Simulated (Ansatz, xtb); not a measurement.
## C5H9NO: which of two isomers lies lower

Structure I is `N[C@@H]1C=C(O)CC1`, a singlet and structure II is `N[C@@H]1CCC(=O)C1`, a singlet. Both are isolated molecules in the gas phase, relaxed with PBE-D3(BJ)/def2-SVP; each stands in its lowest conformer found.

Quicker runs give these differences E(II) − E(I): GFN2-xTB −44.8 kJ/mol; HF/STO-3G −79.3 kJ/mol (at GFN2-xTB geometries); r2SCAN-D4/def2-SVP −51.8 kJ/mol (at GFN2-xTB geometries).

Problem. Estimate E(II) − E(I) at the level CCSD(T)/def2-SVP + ΔMP2/def2-TZVPP.

Solution. Calculated at CCSD(T)/def2-SVP + ΔMP2/def2-TZVPP: E(II) − E(I) = −44.6 kJ/mol, so structure II lies lower.

The same difference at several levels:

```
                             level             geometry  E(II) − E(I) (kJ/mol)  departure from the last row (kJ/mol)  job, with rough time for the two
                          GFN2-xTB             GFN2-xTB                   −44.8                                  −0.1              optimisation, 0.12 s
                         HF/STO-3G             GFN2-xTB                   −79.3                                 −34.7               single point, 0.5 s
                r2SCAN-D4/def2-SVP             GFN2-xTB                   −51.8                                  −7.2               single point, 6.9 s
               PBE-D3(BJ)/def2-SVP  PBE-D3(BJ)/def2-SVP                   −50.0                                  −5.4                optimisation, 42 s
                       HF/def2-SVP  PBE-D3(BJ)/def2-SVP                   −57.8                                 −13.2           part of the CCSD(T) run
                      MP2/def2-SVP  PBE-D3(BJ)/def2-SVP                   −53.9                                  −9.3           part of the CCSD(T) run
                  CCSD(T)/def2-SVP  PBE-D3(BJ)/def2-SVP                   −55.0                                 −10.4                      single point
CCSD(T)/def2-SVP + ΔMP2/def2-TZVPP  PBE-D3(BJ)/def2-SVP                   −44.6                                                   single point, 2.5 min
```

As drawn, II has 1 C–C, 1 C=O, 1 C–H in place of 1 C=C, 1 C–O, 1 O–H.

The levels shown agree on the order. The largest departure from CCSD(T)/def2-SVP + ΔMP2/def2-TZVPP is that of HF/STO-3G, 34.7 kJ/mol. The last row adds to CCSD(T) the change of the MP2 difference between the two basis sets, here +10.4 kJ/mol.

With thermal terms from frequencies at re-optimised GFN2-xTB minima (ideal gas, soft modes damped towards free rotors, one conformer each, 298.15 K, 1 atm): the zero-point term adds +0.8 kJ/mol; ΔH is −44.3 and ΔG −43.7 kJ/mol.

The correlated steps freeze 7 core orbitals. Run with Ansatz 0.2.0, xtb 6.7.1; the last row on 2 threads of Arm Neoverse V2 on a shared host.
